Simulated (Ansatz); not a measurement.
C5H4N (SMILES [c]1cccnc1), doublet, at a GFN2-xTB geometry. Base run: SVWN5/STO-3G (Ansatz, a quantum-chemistry and plane-wave program).

The Ansatz input:
Ansatz 0.2 input:
```yaml
crystal:
  periodic: [false, false, false]
  atoms:
    - {symbol: N, position_ang: [-0.01580283, -0.05413789, 1.34563273]}
    - {symbol: C, position_ang: [0.01615760, -0.05748178, -1.39611514]}
    - {symbol: C, position_ang: [-0.00564971, 1.08038809, 0.67867227]}
    - {symbol: C, position_ang: [-0.01073855, -1.21450102, 0.70280125]}
    - {symbol: C, position_ang: [0.00522650, -1.21511854, -0.66658290]}
    - {symbol: C, position_ang: [0.01063488, 1.15308424, -0.70494403]}
    - {symbol: H, position_ang: [0.02873223, -0.07014958, -2.47687799]}
    - {symbol: H, position_ang: [-0.01085889, 1.97624661, 1.28640780]}
    - {symbol: H, position_ang: [-0.01969182, -2.10662238, 1.31040635]}
    - {symbol: H, position_ang: [0.01865395, 2.10126459, -1.22235405]}
basis:
  gaussian:
    orbitals: STO-3G
hamiltonian:
  xc: {name: SVWN5}
magnetization: {spin_polarized: true, initial_magnetization: 1}
```

Each row names what was changed in the base input (with any setting that the change needs).

| change | ΔE vs base (mEh) |
|---|---|
| base | 0.000 |
| nuclear_model = gaussian | 0.015 |
| point_charge = charge:0.5 position_ang:-0.5027, 1.8038, 5.2955 | -3.125 |
| forces = on | 0.000 |
| fitting.mean_field = def2-universal-JKFIT | -1.855 |
| lower_state_search = off | 0.000 |
| final_grid = 10, 20, 41 | 0.001 |
| point_charge = charge:-1.0 position_ang:5.0706, -0.9663, -2.4085 | -0.451 |
| lower_state_search = full | 0.000 |
| final_grid = 14, 28, 59 | 0.000 |
| final_grid = 4, 8, 17 | 0.310 |
